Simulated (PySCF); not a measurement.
NICS in rings of unrelated molecules.

Definitions: NICS(0) = −σiso at the ring centroid; NICS(1) = −σiso and NICS(1)zz = −σzz at ±1 Å along the ring normal z. Level: GIAO PBE0/pcSseg-1 (PySCF, non-relativistic, gas phase) on the GFN2-xTB geometries, one conformer each. Atom numbers follow the mapped SMILES.

Problem. Order these rings by mean NICS(1)zz, lowest (most negative) first (ppm).
A. ring C2–N3–C4–S5–N6 in `[F:1][c:2]1[n:3][cH:4][s:5][n:6]1`
B. ring Si2–C3–C4–C6 in `[CH3:1][Si@H:2]1[CH2:3][C@H:4]([F:5])[CH2:6]1`
C. ring C2–C4–C5–C6 in `[F:1][C:2]1([SiH3:3])[CH2:4][CH2:5][CH2:6]1`
D. ring C2–C3–C4–P5–C6–C9 in `[CH3:1][c:2]1[cH:3][cH:4][p:5][c:6]([C:7]#[N:8])[cH:9]1`
E. ring C3–C4–C5 in `[CH2:1]=[N:2][CH:3]1[CH2:4][CH2:5]1`
F. ring C5–C6–C7 in `[CH3:1][C:2](=[O:3])[NH:4][C:5]1=[CH:6][CH2:7]1`
G. ring C3–C4–C5–N6–O7 in `[CH3:1][CH2:2][c:3]1[cH:4][cH:5][n:6][o:7]1`

Solution. A (-29.3), G (-27.4), D (-25.2), E (-22.1), F (-14.0), C (2.1), B (4.1).

| SMILES | ring | NICS(0) | NICS(1) | NICS(1)zz | HOMA | rms pucker (Å) | ring atoms with four or more neighbours |
| --- | --- | --- | --- | --- | --- | --- | --- |
| Fc1ncsn1 | 5-membered ring with 2 N and S; formal bonds all aromatic | -14.0 | -11.8 | -29.3 | – | 0.00 | 0 |
| CCc1ccno1 | 5-membered ring with N and O; formal bonds all aromatic | -11.6 | -11.1 | -27.4 | 0.63 | 0.00 | 0 |
| Cc1ccpc(C#N)c1 | 6-membered ring with P; formal bonds all aromatic | -7.7 | -10.4 | -25.2 | 0.91 | 0.00 | 0 |
| C=NC1CC1 | 3-membered carbocycle; formal bonds all single | -40.9 | -7.3 | -22.1 | – | 0.00 | 3 |
| CC(=O)NC1=CC1 | 3-membered carbocycle; formal bonds 1 double, 2 single | -32.0 | -6.4 | -14.0 | – | 0.00 | 1 |
| FC1([SiH3])CCC1 | 4-membered carbocycle; formal bonds all single | -1.5 | -1.4 | 2.1 | – | 0.10 | 4 |
| C[Si@H]1C[C@H](F)C1 | 4-membered ring with Si; formal bonds all single | 0.3 | -1.3 | 4.1 | – | 0.07 | 4 |

NICS(0) gives another order. The isotropic NICS(1) gives the same order. HOMA uses Krygowski's 1993 parameters; it is left out where a ring has a four-coordinate atom, a triple bond, no multiple bond or a kind of bond without parameters. NICS(1) and NICS(1)zz are means over the two faces.
